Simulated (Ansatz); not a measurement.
C2H7GaOSi, SMILES `C[CH2][Ga]1[O][SiH2]1` at its PBE0-D4/def2-TZVP geometry, where that method's forces vanish. Total charge 0; spin multiplicity 1.

```xyz
12

C     0.9009   -0.6347    1.6323
C    -0.4121   -1.0645    0.9900
Ga   -0.7532   -0.1425   -0.7110
O     0.3374    1.4049   -1.0541
Si   -0.6018    1.3780   -2.4001
H     1.0334   -1.1100    2.6090
H     0.9445    0.4465    1.7761
H     1.7599   -0.9064    1.0151
H    -0.4465   -2.1424    0.8099
H    -1.2667   -0.8372    1.6364
H    -1.5603    2.5012   -2.5988
H     0.0646    1.1070   -3.7047
```

(1) What forces (eV/Å) does ωB97M-V/def2-TZVPP give on these atoms in Ansatz 0.2.0? (Best estimate.)

Answers

(1) The calculation gave: 
```
C1   0.197  0.045  0.136
C2  -0.244 -0.058 -0.154
Ga3  0.023  0.010  0.020
O4  -0.013 -0.003 -0.020
Si5  0.009  0.093 -0.103
H6   0.000  0.048 -0.085
H7  -0.007 -0.079 -0.018
H8  -0.065  0.022  0.040
H9   0.009  0.080  0.040
H10  0.079 -0.032 -0.031
H11  0.113 -0.156  0.014
H12 -0.102  0.029  0.160
```
